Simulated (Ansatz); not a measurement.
Geometry optimisation, Ansatz, RKS PBE/def2-SVP.

The input (input.yaml):

```yaml
crystal:
  periodic: [false, false, false]
  atoms:
    - { symbol: W, position_ang: [-0.394147, -0.3766, -0.296825] }
    - { symbol: H, position_ang: [-0.217096, -0.242029, 1.405851] }
    - { symbol: H, position_ang: [1.146831, -0.140224, 0.23478] }
    - { symbol: H, position_ang: [-0.199227, 1.153753, 0.256627] }
    - { symbol: H, position_ang: [-1.777355, 0.324552, 0.437552] }
    - { symbol: H, position_ang: [0.312431, -1.767914, 0.423368] }
    - { symbol: O, position_ang: [0.245777, 0.297924, -1.939044] }
    - { symbol: H, position_ang: [0.888772, 0.993613, -2.171514] }
    - { symbol: F, position_ang: [1.613862, 1.708553, 0.811185] }
    - { symbol: H, position_ang: [1.065952, 1.088872, 1.247819] }
basis:
  gaussian: { orbitals: def2-SVP }
hamiltonian:
  xc: pbe
relax:
  f_tol: 0.03
  max_steps: 50
```

Launched with:

```bash
$ ansatz run input.yaml --threads 2 --pin off --max-ram 3072MiB --backend cpu --events-out ev --progress --plain --runs-dir out
```

Problem. Where does it end, and by what steps?

Solution. It converged. After 14 steps the energy has fallen by 0.393 eV; F9 moved furthest, 0.86 Å.

```
step  energy less start (eV)  largest force component (eV/Å)  accepted
   0                  0.0000                           1.364       yes
   1                 -0.2181                           0.927       yes
   2                 -0.3177                           0.833       yes
   3                 -0.3400                           0.206       yes
   4                 -0.3492                           0.103       yes
   5                 -0.3398                           0.514        no
   6                 -0.3533                           0.074       yes
   7                 -0.3617                           0.045       yes
   8                 -0.3739                           0.126       yes
   9                 -0.3857                           0.193       yes
  10                 -0.3895                           0.333       yes
  11                 -0.3915                           0.157       yes
  12                 -0.3924                           0.093       yes
  13                 -0.3931                           0.058       yes
  14                 -0.3932                           0.020       yes
```

```xyz
10
Properties=species:S:1:pos:R:3
W -0.412 -0.391 -0.344
H -0.066 -0.053 1.297
H 1.156 0.022 0.004
H -0.043 1.186 0.017
H -1.734 0.371 0.444
H 0.399 -1.698 0.417
O 0.010 0.064 -2.122
H 0.614 0.694 -2.556
F 1.712 1.758 1.663
H 1.051 1.087 1.589
```

Run time: 34 s on 2 threads of Arm Neoverse V1, on a shared host, peak memory 0.13 GiB.
